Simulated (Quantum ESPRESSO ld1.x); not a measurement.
Li+, configuration [He].

Calculated with ld1.x of Quantum ESPRESSO 7.5: non-relativistic Kohn-Sham, LDA (Slater exchange, Perdew-Wang correlation), spin-polarised, spherical densities, point nucleus.

Energy parts (Ry):
part                    energy
total                 -14.2844
kinetic                14.1126
electron-nucleus      -31.8245
Hartree                 6.4873
exchange-correlation   -3.0597

Orbitals (lengths in bohr, moments of r in powers of bohr; r(max) is where P^2 peaks):
orbital,occ.,eigenvalue (Ry),r(max),<r^4>,<1/r>
1s,2,-4.37988,0.3649,0.5971,2.652

The highest occupied level is 1s at -59.591 eV. Virial ratio -V/T = 2.01217.
